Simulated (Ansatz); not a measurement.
Consider the cleavage of the B–B bond: `BB[SiH2]F` + `C[SiH2]O` → `BO[SiH2]C` + `B[SiH2]F`.

Gas-phase electronic energies from Ansatz, PBE0-D4/def2-TZVP geometries. CCSD(T)/CBS adds triple-zeta CCSD(T) − MP2 to the extrapolated MP2 energy (def2 sets, frozen cores). This one scheme is used for every species. Functionals use def2-TZVPP. B3LYP here is the variant with VWN-RPA as its local correlation; programs differ in this. Each species was taken in one conformer, which may not be the lowest.

```tsv
level	ΔE (kcal/mol)
B3LYP-D4	-29.4
HF/def2-QZVPP	-34.8
```

Task: What does CCSD(T)/CBS give? (Best estimate.)

Result: The calculation gave: -30.1 kcal/mol. The listed levels differ from it by 0.7, -4.7 kcal/mol.

Largest T1 diagnostic among the species: 0.014.

From BLYP to BHLYP (50 % exact exchange), in def2-TZVPP and without D4, ΔE moves by −3.3 kcal/mol. Leaving LDA and LC-ωPBE aside and taking each functional with its dispersion term where it has one, the values, not all of them listed here, spread over 6.5 kcal/mol, from BHLYP-D4 to PBE-D4. In def2-TZVPP, CCSD(T) changes the Hartree–Fock value by +3.7 kcal/mol (the triples alone add +0.3 kcal/mol) and MP2 by +2.7 kcal/mol.
